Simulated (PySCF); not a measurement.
```xyz
3
charge 0 multiplicity 1, angstrom
Pt    0.0000    0.0000   -0.2488
N     0.5689    0.0000    1.7317
N    -0.5689    0.0000    1.7317
```

Computed with PySCF, PBE0, basis Pt def2-TZVP with ECP60, N def2-TZVP (scalar-relativistic core potentials, no spin–orbit coupling, density fitting).

This geometry of PtN₂ is a stationary point at this level.

(1) What is the point group?

(2) Is it a minimum?

(3) Which band is strongest in the infrared?

(4) Give the ideal-gas entropy at 298.15 K and 1 bar by parts.

(5) What is the atomisation energy, with and without zero-point energy?

Answers

(1) C2v.

(2) Yes: all harmonic wavenumbers are real.

(3) 2066 cm⁻¹ (a1), 120 km/mol.

(4) translation 176.3, rotation 90.3, vibration 9.8, spin 0.0; total 276.3 J/(mol K).

(5) 1000 kJ/mol without, 984 kJ/mol with.

Stability towards spin polarisation was not tested. This need not be the most stable arrangement of these atoms. With an element this heavy the missing spin–orbit coupling can shift these numbers.
